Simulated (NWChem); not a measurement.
System: CF$_{2}$, singlet; SMILES F[C]F

The following NWChem deck was run.

```
start job
memory heap 200 mb stack 900 mb global 1100 mb
geometry units angstroms noautoz
  F      1.023701     0.000000    -0.197087
  C      0.000000     0.000000     0.591031
  F     -1.023701     0.000000    -0.197087
end
basis spherical
  * library 6-31+g*
end
dft
  xc xpbe96 cpbe96
  iterations 150
end
tddft
  cis
  nroots 8
  notriplet
end
task tddft energy
```

Low-valent species are run as closed-shell singlets; no triplet was tried in these runs. All runs use the structure optimised with PBE0/def2-SVP.

Vertical excitations in the gas phase.

Problem. Predict the main results of this run. (PBE/6-31+G* (spherical d), TDA.) Quantities: lowest excitation, singlet (eV); oscillator strength of that lowest state; lowest state with f > 0.02, singlet (eV); oscillator strength of that bright state; orbital gap (eV).

Solution. 
```
Quantity                                  Result
----------------------------------------  ------
lowest excitation, singlet (eV)             5.12
oscillator strength of that lowest state   0.061
lowest state with f > 0.02, singlet (eV)    5.12
oscillator strength of that bright state   0.061
orbital gap (eV)                            3.61
```
